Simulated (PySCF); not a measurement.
Simulated C 1s region for `CC(C)[AsH2+][GaH3-]`, binding energy against the vacuum level.

Every computed line was given a Gaussian of 0.6 eV full width at half maximum and an area set by the number of equivalent atoms; the highest printed point is 100. The calculation used delta-SCF UKS SCAN, pcX-2 on the ionised atom, pcseg-1 elsewhere, spin-free X2C (PySCF 2.14.0).

```csv
binding energy (eV),intensity
290.3,1
290.4,2
290.5,5
290.6,12
290.7,25
290.8,44
290.9,67
291.0,89
291.1,100
291.2,97
291.3,81
291.4,58
291.5,35
291.6,19
291.7,8
291.8,3
291.9,1
292.0,0
```

How many maxima does the curve show, and how many computed lines lie under it?

The curve has 1 maximum (at 291.1 eV). Under it lie 2 lines from 2 inequivalent carbon sites. At this width some lines have no maximum of their own.

Decompose the envelope and assign each component. Numbering: `[CH3:1][CH:2]([CH3:3])[AsH2+:4][GaH3-:5]`.

```csv
position (eV),relative area,line,atoms,environment
291.11,2,C 1s,C1/C3,methyl carbon
291.17,1,C 1s,C2,sp3 CH carbon
```

What are the centre and the root-mean-square width of the whole band?

The area-weighted mean of the lines is 291.13 eV. Their own spread about it is 0.03 eV (rms) and each Gaussian has σ = 0.6/2.355 = 0.25 eV; the variances add, which gives 0.26 eV.

The 2 C 1s values lie within 0.06 eV of each other; Gaussian lines of 0.5 eV full width would blend them into one maximum.

The curve has no shake-up lines and no vibrational structure. One atom of each set of topologically equivalent atoms was ionised and stands for the set; in this conformer not all members are related by symmetry, and their own values weren't computed. Isolated species at its PBE0-D3(BJ)/def2-SVP geometry (one conformer only).

Conformer computed: `[CH3:1][CH:2]([CH3:3])[AsH2+:4][GaH3-:5]`: C1–C2–As4–Ga5 179°.
